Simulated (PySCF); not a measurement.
Basis-set dependence of population analyses: `[Cl][AlH-]1[Cl+][AlH2-][Cl+]1`

Compound: Al2Cl3H3.
Z-matrix (Å and degrees, PBE0-D3(BJ)/def2-SVP geometry), rows numbered from 1:
```
Cl
Al  1  2.0986
Cl  2  2.2901  1  107.23
Al  3  2.3256  2   90.17  1  -109.78
Cl  2  2.2965  1  109.31  3   -96.88
H   2  1.5657  1  123.26  3   131.36
H   4  1.5745  3  108.31  2   108.17
H   4  1.5754  3  107.59  2  -108.77
```

PBE0 throughout (PySCF), one geometry, spherical d and f functions. Isolated species at its PBE0-D3(BJ)/def2-SVP geometry, gas phase. Atoms taken as equivalent share a column and are averaged.

Mulliken charges (e):

| basis | functions | Cl1 | Al2 | Cl3/Cl5 | Al4 | H6 | H7 | H8 |
| --- | --- | --- | --- | --- | --- | --- | --- | --- |
| STO-3G | 48 | -0.428 | +0.958 | -0.398 | +0.832 | -0.174 | -0.194 | -0.198 |
| 6-31G | 71 | -0.310 | +0.706 | -0.351 | +0.649 | -0.102 | -0.119 | -0.121 |
| pcSseg-0 | 71 | -0.420 | +1.020 | -0.447 | +0.853 | -0.184 | -0.187 | -0.190 |
| 6-31G* | 96 | -0.252 | +0.510 | -0.246 | +0.414 | -0.050 | -0.064 | -0.066 |
| cc-pVDZ | 105 | -0.228 | +0.469 | -0.189 | +0.385 | -0.081 | -0.082 | -0.084 |
| def2-SVP | 105 | -0.277 | +0.690 | -0.300 | +0.604 | -0.134 | -0.139 | -0.143 |
| aug-cc-pVDZ | 162 | -0.353 | +0.609 | -0.396 | +0.163 | +0.141 | +0.112 | +0.121 |
| 6-311+G(2d,p) | 193 | -0.352 | +0.728 | -0.282 | +0.464 | -0.083 | -0.095 | -0.098 |
| def2-TZVP | 203 | -0.250 | +0.493 | -0.186 | +0.401 | -0.087 | -0.092 | -0.093 |
| cc-pVTZ | 212 | -0.215 | +0.427 | -0.137 | +0.389 | -0.108 | -0.109 | -0.109 |
| IGLO-III | 250 | -0.402 | +1.112 | -0.474 | +0.996 | -0.253 | -0.251 | -0.254 |

IAO charges (e):

```
        basis  functions     Cl1     Al2  Cl3/Cl5     Al4      H6      H7      H8
       STO-3G         48  -0.369  +0.819   -0.253  +0.812  -0.237  -0.257  -0.261
        6-31G         71  -0.318  +0.662   -0.223  +0.557  -0.151  -0.150  -0.153
     pcSseg-0         71  -0.320  +0.690   -0.233  +0.577  -0.163  -0.157  -0.160
       6-31G*         96  -0.351  +0.763   -0.247  +0.639  -0.188  -0.183  -0.185
      cc-pVDZ        105  -0.348  +0.762   -0.247  +0.638  -0.189  -0.184  -0.186
     def2-SVP        105  -0.344  +0.772   -0.247  +0.657  -0.201  -0.194  -0.196
  aug-cc-pVDZ        162  -0.355  +0.772   -0.249  +0.645  -0.191  -0.185  -0.188
6-311+G(2d,p)        193  -0.359  +0.786   -0.251  +0.660  -0.198  -0.192  -0.195
    def2-TZVP        203  -0.362  +0.799   -0.256  +0.669  -0.202  -0.195  -0.197
      cc-pVTZ        212  -0.362  +0.794   -0.255  +0.663  -0.199  -0.192  -0.194
     IGLO-III        250  -0.357  +0.788   -0.253  +0.664  -0.200  -0.194  -0.196
```

**Question.** Which scheme is steadiest as the basis changes?

**Answer.** Largest range over the bases for any column: IAO 0.26 e, Mulliken 0.83 e. IAO charges move least and Mulliken charges most, counted in e. Without the minimal STO-3G basis the ranges are IAO 0.14, Mulliken 0.83 e.

**Question.** How much do the charges still move between the two largest bases, cc-pVTZ and IGLO-III?

**Answer.** At most, over all atoms: Mulliken 0.684 e, IAO 0.006 e.

**Question.** What do the same runs give for the total energy, the frontier levels and the dipole moment?

**Answer.** 
| basis | energy (Eh) | HOMO (eV) | LUMO (eV) | μ (D) |
| --- | --- | --- | --- | --- |
| STO-3G | -1846.0598 | -6.55 | 3.25 | 2.95 |
| 6-31G | -1866.6015 | -9.19 | -1.28 | 2.42 |
| pcSseg-0 | -1864.6682 | -9.36 | -1.29 | 2.23 |
| 6-31G* | -1866.7068 | -8.86 | -0.95 | 1.79 |
| cc-pVDZ | -1866.8055 | -8.77 | -0.89 | 1.54 |
| def2-SVP | -1866.2194 | -8.79 | -0.83 | 1.44 |
| aug-cc-pVDZ | -1866.8162 | -8.77 | -1.08 | 1.54 |
| 6-311+G(2d,p) | -1866.8526 | -8.79 | -1.07 | 1.53 |
| def2-TZVP | -1866.8621 | -8.77 | -0.94 | 1.44 |
| cc-pVTZ | -1866.8854 | -8.77 | -0.94 | 1.48 |
| IGLO-III | -1866.8434 | -8.73 | -0.86 | 1.31 |

The dipole is fixed by the density alone, so its range of 1.64 D shows that the density itself changes with the basis, not only its division among atoms.
